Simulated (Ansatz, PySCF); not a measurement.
C2H4N, charge +1, singlet, geometry from GFN2-xTB. Base run: PBE0/6-31G** run with PySCF.

Input for PySCF:
```python
from pyscf import gto, scf, dft

mol = gto.Mole()
mol.atom = '''
    C    -1.209283    0.043608   -0.259408
    C     0.145193   -0.005236    0.031146
    N     1.267271   -0.045699    0.271847
    H    -1.491150   -0.808691   -0.887167
    H    -1.447024    0.969747   -0.793906
    H    -1.794772    0.009618    0.665789
    H     2.246593   -0.081014    0.481926
'''
mol.basis = '6-31g**'
mol.charge = 1
mol.spin = 0
mol.verbose = 4
mol.build()

mf = dft.RKS(mol)
mf.xc = 'pbe0'
mf.kernel()
```

The same geometry, method and basis name were run in Ansatz (a first-principles code) and PySCF, at each program's defaults and at the settings that a row names. The base is PySCF at its defaults. Differences at the defaults can come from grids, fitting, cores and function types together.

```csv
code and settings,ΔE vs base (µEh),basis functions,E (Eh),SCF cycles
"PySCF, defaults (exact integrals, its default grid, spherical functions)",0.0,62,-132.90518,9
"Ansatz, defaults (factorised integrals, its default grid, Cartesian functions)",-1829,65,-132.90701,-
"PySCF, density fitting with def2-universal-jkfit",-30.5,62,-132.90521,9
"PySCF, fine grid",-0.6,62,-132.90518,9
"Ansatz, high accuracy, Cartesian functions as the basis file defines them",-1831,65,-132.90701,-
```
